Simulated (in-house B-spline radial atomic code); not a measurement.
Cd⁺. Computed with a B-spline radial atomic code. Model: non-relativistic spherical atom: semilocal Troullier-Martins pseudo-atom, one channel per l, against all electrons, high spin, G0W0 and RPA with empty states to l = 8, local potential for every l without a channel, a model core (radius 0 = none) keeps its share of the functional.

Without relativity these are model numbers for so heavy an element.

What the tables leave out is listed at the end.

The pseudopotential gives back the lowest level of each angular momentum of its own functional in the configuration it was made in; a second state of the same l is only approximately right. Exact exchange, RPA and GW see the smooth pseudo-orbitals and miss the exchange with the core, for which the functional's share stands in. The column with an uncorrelated core keeps all orbitals and exact exchange, and so separates missing core correlation from pseudisation. Only the three outermost levels and the lowest empty one were computed. RPA here is direct RPA, with no exchange kernel, and its energies carry an (l + 1/2)⁻⁴ tail. A hybrid on a potential with a model core restores only its own semilocal share of the core's exchange.

Command:
```bash
python run_psgw.py task.json out
```
Settings (lengths in bohr, energies in hartree):
```
Z                      48
electrons              47
configuration          [Kr] 4d10 5s1
generated_in           [Kr] 4d10 5s2
functional             pbe,pbe
core_shells            8
radius_factor          1
core_correction        True
ion_configuration      [Kr] 4d10
```

Cost of the run: 63 s on 1 thread of Intel(R) Xeon(R) Platinum 8488C (Sapphire Rapids) (shared host).

Given: made with PBE; model core radius 0.803 bohr; local radius 1.33 bohr; mean-field start PBE.

Valence shells of the generating configuration: 4d, 5s.

Channel: s 2.44, p 3.359, d 0.972 (radii in bohr).

Computed: largest level miss in the spin-unpolarised generating configuration 0.001 eV; valence RPA correlation energy all-electron orbitals -0.62535 hartree; valence RPA correlation energy pseudo -0.97798 hartree; all-electron RPA polarisability, core included 19.852 bohr³; pseudo-atom RPA polarisability 19.81 bohr³; ionisation by mean-field pseudo minus all 0.029 eV; ionisation by RPA all-electron 16.629 eV.

```
          level  occupied  mean-field all-electron (eV)  mean-field pseudo minus all (eV)  G0W0 all-electron (eV)  G0W0 uncorrelated core minus all (eV)  G0W0 pseudo minus all (eV)  exchange self-energy all-electron (eV)  exchange self-energy pseudo (eV)
          5s up         1                       -12.765                            -0.012                 -16.669                                  0.033                      -0.365                                 -12.404                           -11.231
5s down (empty)         0                       -11.827                            -0.015                 -8.7779                                  0.038                      -0.442                                 -3.4679                            -2.306
```

Question: What is the ionisation by mean-field all-electron?

Answer: 16.492 eV.

Question: What is the ionisation by RPA pseudo minus all?

Answer: 0.864 eV.

Given: mean-field start PBE0.

Computed: valence RPA correlation energy pseudo -0.94015 hartree; all-electron RPA polarisability, core included 17.563 bohr³; pseudo-atom RPA polarisability 17.295 bohr³; ionisation by mean-field all-electron 16.176 eV; ionisation by mean-field pseudo minus all 0.331 eV; ionisation by RPA pseudo minus all 0.967 eV.

| level | occupied | mean-field all-electron (eV) | mean-field pseudo minus all (eV) | G0W0 all-electron (eV) | G0W0 uncorrelated core minus all (eV) | G0W0 pseudo minus all (eV) | exchange self-energy all-electron (eV) | exchange self-energy pseudo (eV) |
| --- | --- | --- | --- | --- | --- | --- | --- | --- |
| 5s up | 1 | -13.462 | -0.291 | -16.557 | 0.035 | -0.628 | -12.213 | -11.35 |
| 4d down | 1 | -23.247 | 1.342 | -27.847 | -0.282 | 3.368 | -39.364 | -24.102 |
| 5s down (empty) | 0 | -10.566 | -0.283 | -8.5672 | 0.039 | -0.602 | -3.1623 | -2.2547 |

Question: What is the ionisation by RPA all-electron?

Answer: 16.487 eV.

Question: What is the valence RPA correlation energy all-electron orbitals?

Answer: -0.58852 hartree.

Among the listed levels the largest G0W0 shift of the pseudo-atom is +3.37 eV, for 4d down on the PBE0 start, while leaving the core uncorrelated moves that level by -0.28 eV. So pseudisation and the lost core exchange, not the missing core correlation, make the error. Not in the tables (levels of low weight, unsolved or above zero; the highest and the empty levels are kept at any weight): on PBE the G0W0 levels 4d down (pseudo minus all +2.99 eV, weights 0.84 and 0.76), 4d up (pseudo minus all +2.92 eV, weights 0.45 and 0.69); on PBE0 the G0W0 levels 4d up (pseudo minus all +3.47 eV, weights 0.69 and 0.83); no Hartree-Fock pseudo-atom is run with a model core.
